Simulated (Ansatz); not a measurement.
Relaxation of the cluster As2Se with RKS PBE0-D4/def2-TZVP.

```sh
$ ansatz run in.yaml --threads 4 --pin off --events-out ev --progress --plain --max-ram 3916MiB
```

```yaml
crystal:
  periodic: [false, false, false]
  atoms:
    - {symbol: As, position_ang: [-0.445630, 0.765780, -0.965520]}
    - {symbol: As, position_ang: [0.935120, 0.562770, 0.723940]}
    - {symbol: Se, position_ang: [-0.489490, -1.328550, 0.241580]}
basis:
  gaussian: {orbitals: def2-TZVP}
hamiltonian: {xc: pbe0, dispersion: d4}
scf: {lower_state_search: "off"}
output: {orbitals: {seedname: orbitals}}
relax: {f_tol: 0.02, max_steps: 100}
```

Hardware: 4 threads of Intel Xeon Platinum 8259CL on a shared host. Wall time 11 s.

Positions (Å) and forces (eV/Å) at steps 1, 3 of 3:

```xyz
3
step=1 energy=-187010.7643 eV
As   -0.446    0.766   -0.966   -0.198    0.079   -0.273
As    0.935    0.563    0.724    0.237    0.020    0.257
Se   -0.489   -1.329    0.242   -0.039   -0.100    0.016
3
step=3 energy=-187010.7671 eV
As   -0.450    0.767   -0.971    0.000   -0.001    0.001
As    0.940    0.563    0.730    0.000    0.001    0.000
Se   -0.490   -1.330    0.242   -0.001    0.000   -0.001
```

The restricted singlet is unstable: a solution with broken spin symmetry lies lower. The structure comes from a short search, and lower isomers may exist.
